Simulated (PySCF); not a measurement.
Br2Hg, charge -1, multiplicity 2. Atoms are numbered in the order given.

```xyz
3

Hg     0.0000     0.0000     0.0000
Br     0.0000     0.0000    -2.8598
Br     0.0000     0.0000     2.8598
```
Charge -1, spin multiplicity 2.

Geometry optimised at B3LYP-D3(BJ)/def2-SVPD. The multiplicity is an assumed one; no other spin state was optimised. The isomer is the one that the SMILES or the coordinates give; other isomers of the formula were not compared. The def2 effective core potentials stand for the cores of Hg; spin–orbit coupling is left out.

Level of theory: ωB97X/def2-TZVPD in PySCF.

Isolated molecule, no solvent.

Computed frontier levels, dipole moment and polarisability:
The α spin, highest occupied and lowest empty level is -3.50 and 4.45 eV and the β spin, highest occupied and lowest empty level is -5.53 and 2.19 eV. The dipole moment about the centre of nuclear charge comes out as 0.00 D and the mean static polarisability is 133.2 bohr³ (19.73 Å³). The polarisability, principal values is 83.7, 83.7, 232.0 bohr³ and the ⟨S²⟩ is 0.761 (pure state 0.75).
